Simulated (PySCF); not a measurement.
Complete the spectrum of C4H9FOSi

Species: C₄H₉FOSi.
SMILES: `CO[Si@@H]1CC[C@H]1F`

Computed, not measured: TDDFT B3LYP/def2-SVPD, vertical, gas phase, core orbitals frozen in the response in PySCF. The structure is a single PBE0-D3(BJ)/def2-SVP conformer in the gas phase; no vibrational or solvent corrections. Torsions of this conformer, `[CH3:1][O:2][Si@@H:3]1[CH2:4][CH2:5][C@H:6]1[F:7]`: C1–O2–Si3–C4 -106°.

Lowest singlets, with some entries withheld (?).

```json
{"state": "S1", "λ (nm)": "186.3", "f": "?", "main configurations (H = HOMO, L = LUMO)": "H→L (91%)"}
{"state": "S2", "λ (nm)": "177.8", "f": "0.0067", "main configurations (H = HOMO, L = LUMO)": "?"}
{"state": "S3", "λ (nm)": "175.2", "f": "0.052", "main configurations (H = HOMO, L = LUMO)": "H→L+1 (89%)"}
{"state": "S4", "λ (nm)": "171.8", "f": "0.0062", "main configurations (H = HOMO, L = LUMO)": "H→L+2 (73%), H-1→L (18%)"}
{"state": "S5", "λ (nm)": "?", "f": "0.0041", "main configurations (H = HOMO, L = LUMO)": "H-1→L+1 (92%)"}
{"state": "S6", "λ (nm)": "164.7", "f": "0.030", "main configurations (H = HOMO, L = LUMO)": "?"}
{"state": "S7", "λ (nm)": "163.3", "f": "0.018", "main configurations (H = HOMO, L = LUMO)": "H-1→L+2 (68%), H→L+4 (18%)"}
{"state": "S8", "λ (nm)": "162.3", "f": "?", "main configurations (H = HOMO, L = LUMO)": "H→L+4 (54%), H-1→L+2 (18%), H→L+3 (15%)"}
{"state": "S9", "λ (nm)": "?", "f": "?", "main configurations (H = HOMO, L = LUMO)": "?"}
{"state": "S10", "λ (nm)": "157.0", "f": "0.020", "main configurations (H = HOMO, L = LUMO)": "H-1→L+3 (53%), H-1→L+4 (26%), H-2→L (9%)"}
```

Q: Supply the missing values.

A: 
- S1: f = 0.017
- S2: H-1→L (72%), H→L+2 (17%)
- S5: λ = 168.1 nm
- S6: H→L+3 (68%), H→L+4 (23%)
- S8: f = 0.015
- S9: λ = 158.2 nm; f = 0.0089; H-2→L (84%)

Q: How far apart are S2 and S3, in eV and cm⁻¹?

A: 7.076 − 6.974 = 0.102 eV, or about 820 cm⁻¹.

Q: What is the mean static polarisability from the same response equations?

A: 77.8 au (11.52 Å³), with principal values 67.9, 72.5 and 92.8 au.

Q: Where do the lowest triplets lie (Tamm–Dancoff)?

A: T1 6.31 eV, H→L (81%), H→L+2 (12%); T2 6.66 eV, H-1→L (74%); T3 6.75 eV, H→L+1 (79%), H→L+3 (13%); T4 7.07 eV, H→L+2 (48%), H-1→L+1 (20%), H→L (8%). E(S1) − E(T1) = +0.35 eV.

The vertical ionisation energy (ΔSCF) is 9.56 eV, 1.66 eV above S10.
